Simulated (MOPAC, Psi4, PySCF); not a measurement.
Torsional profile of C₆H₁₃F₃Si, SMILES CC(C)(C)C[SiH2]C(F)(F)F. Scanned: dihedral C2–C5–Si6–C7; all other coordinates were relaxed at GFN2-xTB. Points at φ and −φ are mirror images. Heavy atoms are numbered in the order of the SMILES CC(C)(C)C[SiH2]C(F)(F)F, hydrogens after them in the order of the atoms that carry them; the mirror image has the same energies with the sign of each dihedral reversed.

Methods: PBE-D3(BJ)/def2-SVP // GFN2-xTB (Psi4); RHF/6-31G* = restricted Hartree-Fock/6-31G*, spherical d, density fitting // GFN2-xTB run with PySCF; AM1, restricted, heats of formation // GFN2-xTB (MOPAC).

Energies in kcal/mol, each method relative to its own lowest point.

```json
[
 {"φ / °": "-150", "PBE-D3(BJ)/def2-SVP": "0.9", "RHF/6-31G*": "0.3", "AM1": "0.1"},
 {"φ / °": "-120", "PBE-D3(BJ)/def2-SVP": "1.1", "RHF/6-31G*": "0.9", "AM1": "0.4"},
 {"φ / °": "-90", "PBE-D3(BJ)/def2-SVP": "0.6", "RHF/6-31G*": "1.3", "AM1": "0.3"},
 {"φ / °": "-60", "PBE-D3(BJ)/def2-SVP": "0.0", "RHF/6-31G*": "1.0", "AM1": "0.5"},
 {"φ / °": "-30", "PBE-D3(BJ)/def2-SVP": "0.8", "RHF/6-31G*": "2.2", "AM1": "0.8"},
 {"φ / °": "0", "PBE-D3(BJ)/def2-SVP": "2.5", "RHF/6-31G*": "4.0", "AM1": "1.8"},
 {"φ / °": "30", "PBE-D3(BJ)/def2-SVP": "0.8", "RHF/6-31G*": "2.2", "AM1": "0.8"},
 {"φ / °": "60", "PBE-D3(BJ)/def2-SVP": "0.0", "RHF/6-31G*": "1.0", "AM1": "0.5"},
 {"φ / °": "90", "PBE-D3(BJ)/def2-SVP": "0.6", "RHF/6-31G*": "1.3", "AM1": "0.3"},
 {"φ / °": "120", "PBE-D3(BJ)/def2-SVP": "1.1", "RHF/6-31G*": "0.9", "AM1": "0.4"},
 {"φ / °": "150", "PBE-D3(BJ)/def2-SVP": "0.9", "RHF/6-31G*": "0.3", "AM1": "0.1"},
 {"φ / °": "180", "PBE-D3(BJ)/def2-SVP": "0.5", "RHF/6-31G*": "0.0", "AM1": "0.0"}
]
```
